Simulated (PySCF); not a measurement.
C$_{2}$H$_{6}$, charge +1, doublet, at a GFN2-xTB geometry (a state made from the parent by changing its charge; the spin is typed, not shown lowest). Base run: M062X/pcseg-1 (PySCF).

Geometry (Å):
```xyz
8

C     -0.7187     0.1363    -0.0251
C      0.7187    -0.1363     0.0251
H     -1.2561    -0.5866    -0.6771
H     -0.9724     1.1611    -0.2922
H     -1.2319    -0.1659     0.9139
H      0.9724    -1.1611     0.2922
H      1.2561     0.5866     0.6771
H      1.2319     0.1659    -0.9139
```
Charge +1, spin multiplicity 2.
Orbitals are unrestricted.
All else is at PySCF's defaults.

Each row names what was changed in the base input (with any setting that the change needs).

```tsv
change	E (Eh)	HOMO (eV)	<S^2>	core-seconds (rough)
base	-79.31938	-18.60	0.754	7
functional = lda,vwn	-78.60560	-15.73	0.751	3
functional = b3lyp	-79.38754	-17.09	0.753	6
functional = pbe0	-79.27666	-17.31	0.754	6
functional = b97m_v	-79.37148	-16.24	0.752	100
functional = tpssh	-79.39420	-16.64	0.754	10
functional = camb3lyp	-79.32370	-18.75	0.755	7
functional = revpbe	-79.36607	-15.82	0.752	5
functional = m06l	-79.37137	-16.04	0.753	6
functional = mn12l	-79.25324	-16.12	0.752	10
functional = b3lyp; dispersion = d3zero	-79.38929	-17.09	0.753	6
functional = pbe	-79.26822	-15.81	0.752	4
functional = blyp; dispersion = d4	-79.34076	-15.74	0.752	5
```

Totals shift with the method and basis; they matter in differences.

Open shells are given as the SCF converged; they aren't shown to be the lowest states, and a large step between rows can be another state.
